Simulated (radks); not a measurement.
Spherical quantum dot in the effective-mass picture: electrons in a hard-walled sphere of radius 1.55, with a point charge +2 (a donor) at the centre, all in effective atomic units (hartree* = m*/eps^2 hartree, bohr* = eps/m* bohr), one dielectric constant everywhere. Method: non-relativistic Kohn-Sham, LDA (Slater exchange, Perdew-Wang correlation), spin-polarised, spherical densities; computed with a radial shooting solver with Libxc functionals. Levels are named by radial order and angular momentum (1s, 1p, 1d, 2s, ...), and open shells are averaged over m.

N = 8, configuration 1s2 1p6. This is the lowest configuration that the search found. Occupied and some empty levels:

| level | occupation | eigenvalue (hartree*) | <r> (bohr*) |
|---|---|---|---|
| 1s | 2 | 6.2767 | 0.7035 |
| 1p | 6 | 8.7908 | 0.9282 |
| 2s | 0 | 11.394 | 0.7630 |
| 1d | 0 | 11.434 | 1.017 |
| 1f | 0 | 14.594 | 1.075 |

Energy (hartree*): total 34.5191, kinetic 29.921, external -21.867, Hartree 32.755, exchange-correlation -6.2908. Static polarisability (adiabatic kernel): 0.7187 bohr*^3.
